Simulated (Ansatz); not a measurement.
`OB(O)S` + `CS[S][SnH3]` → `CSSB(O)O` + `[SH][SnH3]`  (redistribution)

Isolated molecules relaxed with PBE0-D4/def2-TZVP in Ansatz; ΔE leaves out vibrations. CCSD(T)/CBS adds triple-zeta CCSD(T) − MP2 to the extrapolated MP2 energy (def2 sets, frozen cores). DFT in def2-TZVPP. def2 core potentials past Kr. For Sn outer-core shells are correlated without core-valence functions, which leaves a few kJ/mol of doubt a bond. Each species was taken in one conformer, which may not be the lowest.

```
             level  ΔE (kcal/mol)
            PBE-D4           -3.4
           ωB97X-V           -3.3
           LC-ωPBE           -3.7
SCS-MP2/def2-QZVPP           -2.4
```

Q: What does CCSD(T)/CBS give? (An estimate is asked.)

A: Ansatz gave: -2.5 kcal/mol. The listed levels differ from it by -0.9, -0.8, -1.2, 0.1 kcal/mol.

Largest T1 diagnostic among the species: 0.013.

At CCSD(T), def2-SVP lies −1.1 kcal/mol from the extrapolated value and def2-TZVPP −0.7 kcal/mol. Leaving LDA and LC-ωPBE aside and taking each functional with its dispersion term where it has one, the values, not all of them listed here, spread over 0.8 kcal/mol, from PBE0-D4 to BHLYP-D4. LDA lies −1.2 kcal/mol from PBE without D4. In def2-TZVPP, CCSD(T) changes the Hartree–Fock value by −0.9 kcal/mol (the triples alone add −0.2 kcal/mol) and MP2 by −0.8 kcal/mol.
